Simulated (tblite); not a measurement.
Species: C9H10FN.
SMILES with atom numbers: `[N:1]#[C:2][C:3]1=[CH:4][C@H:5]2[CH2:6][CH2:7][C@:8]1([F:9])[CH2:10][CH2:11]2` (hydrogens: H12 on C4; H13 on C5; H14, H15 on C6; H16, H17 on C7; H18, H19 on C10; H20, H21 on C11)

Computed values, GFN2-xTB/tblite, gas phase, harmonic and unscaled. The method is semi-empirical: single wavenumbers can be off by several per cent or more.

Harmonic wavenumbers (cm⁻¹): 83.9, 110.7, 125.2, 248.4, 299.2, 322.8, 368.0, 368.3, 413.2, 457.6, 501.6, 541.6, 574.3, 636.8, 707.2, 785.6, 808.5, 832.8, 854.8, 881.7, 964.6, 966.8, 984.3, 1023.0, 1087.1, 1094.3, 1095.9, 1117.8, 1130.8, 1171.2, 1179.9, 1208.2, 1219.2, 1224.3, 1234.3, 1268.2, 1296.6, 1312.0, 1317.9, 1328.2, 1345.6, 1475.5, 1485.6, 1495.5, 1508.9, 1647.6, 2369.9, 2978.5, 2979.4, 2981.2, 2994.3, 2998.3, 2999.6, 3000.4, 3007.2, 3008.5, 3109.0.

A = 1826, B = 1044, C = 899.5 MHz; mass 151.080 u (most abundant isotopes); point group Cs, symmetry number 1.

Problem. Zero-point energy?

Solution. Half the sum of the wavenumbers: 37266 cm⁻¹ = 106.55 kcal/mol.

Problem. Entropy at 200 K, 1 bar (ideal gas, RRHO, classical rotation)?

Solution. Translation 38.99, rotation 28.43, vibration 13.32: S = 80.7 cal/(mol K).

Problem. And Cp and H(200 K) − H(0)?

Solution. Cp = 26.39 cal/(mol K), of which vibrations give 18.44 (their classical limit is 57 R = 113.3); H(200 K) − H(0) = 3.20 kcal/mol without the zero-point energy, 1.61 from vibrations.

Problem. Which modes carry the vibrational entropy at 200 K?

Solution. 83.9 cm⁻¹: 3.02; 110.7 cm⁻¹: 2.49; 125.2 cm⁻¹: 2.26; 248.4 cm⁻¹: 1.08; 299.2 cm⁻¹: 0.81; 322.8 cm⁻¹: 0.71 cal/(mol K); the other 51 give 2.95 together.

Problem. What must be added to the electronic energy to get the Gibbs energy at 200 K and 1 bar?

Solution. ZPE + [H(200 K) − H(0)] − T·S = 106.55 + 3.20 − 16.15 = 93.60 kcal/mol.

Problem. How do the functions run with temperature in this model?

Solution. 
| T (K) | S (cal/(mol K)) | Cp (cal/(mol K)) | H − H(0) (kcal/mol) | G − H(0) (kcal/mol) | ln q(vib) |
| --- | --- | --- | --- | --- | --- |
| 100 | 66.7 | 15.6 | 1.11 | -5.56 | 0.83 |
| 300 | 93.7 | 38.6 | 6.44 | -21.68 | 4.81 |
| 500 | 119.0 | 61.2 | 16.52 | -42.96 | 9.65 |
| 800 | 152.8 | 82.5 | 38.39 | -83.88 | 17.29 |
| 1000 | 172.3 | 91.4 | 55.83 | -116.43 | 22.23 |

q(vib) and H(0) count from the zero-point level.

Hindered rotation and anharmonicity are outside this model.
